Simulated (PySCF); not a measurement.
Fe(SH)2: Fe(II) (d6), charge 0. The structure is a PBE0-D3(BJ)/def2-TZVP geometry optimised for multiplicity 5; coordination linear, point group C2h, metal–donor distances 2.23 Å.

Method (PySCF 2.14, density fitting): CASSCF(6,5) with orbitals averaged over all microstates of the shell, strongly contracted NEVPT2 on the averaged canonical orbitals; basis x2c-TZVPall on the metal, x2c-SVPall elsewhere; spin-free X2C; gas phase; spin-orbit coupling by state interaction with the mean-field operator over all roots.

CASSCF energies above the lowest CASSCF root:

```
state  CASSCF / cm⁻¹
  5Ag              0
  5Bg            132
  5Ag           1574
  5Ag           3233
  5Bg           4707
  3Ag          20829
  3Bg          20839
  3Bg          21317
  3Ag          21359
  3Ag          21433
  3Bg          21670
  3Bg          21738
  3Ag          22030
  3Bg          22204
  3Ag          23513
  3Bg          23560
  3Bg          23662
  3Ag          24198
  3Bg          24655
  3Ag          24757
  3Ag          25187
  3Bg          25477
```

How does dynamic correlation (SC-NEVPT2) move these states?


| state | NEVPT2 / cm⁻¹ | shift / cm⁻¹ |
| --- | --- | --- |
| 5Ag | 0 | 0 |
| 5Bg | 148 | +16 |
| 5Ag | 1799 | +224 |
| 5Ag | 3684 | +451 |
| 5Bg | 6600 | +1892 |
| 3Ag | 19488 | -1340 |
| 3Bg | 19207 | -1632 |
| 3Bg | 19730 | -1587 |
| 3Ag | 19842 | -1518 |
| 3Ag | 20210 | -1224 |
| 3Bg | 20200 | -1470 |
| 3Bg | 20393 | -1344 |
| 3Ag | 20409 | -1621 |
| 3Bg | 21092 | -1112 |
| 3Ag | 22236 | -1277 |
| 3Bg | 22222 | -1338 |
| 3Bg | 21364 | -2298 |
| 3Ag | 22159 | -2039 |
| 3Bg | 22891 | -1764 |
| 3Ag | 22309 | -2448 |
| 3Ag | 22782 | -2406 |
| 3Bg | 23361 | -2116 |

No frequencies were computed for the optimised geometry. 5Bg (148 cm⁻¹) lies within 300 cm⁻¹ of 5Ag at NEVPT2 level, inside the method's error: their order is undecided. NEVPT2 lifts 5Bg from 4707 to 6600 cm⁻¹; on the d shell alone such lifts tend to overshoot. Gaps between spin states lean to high spin in this active space.
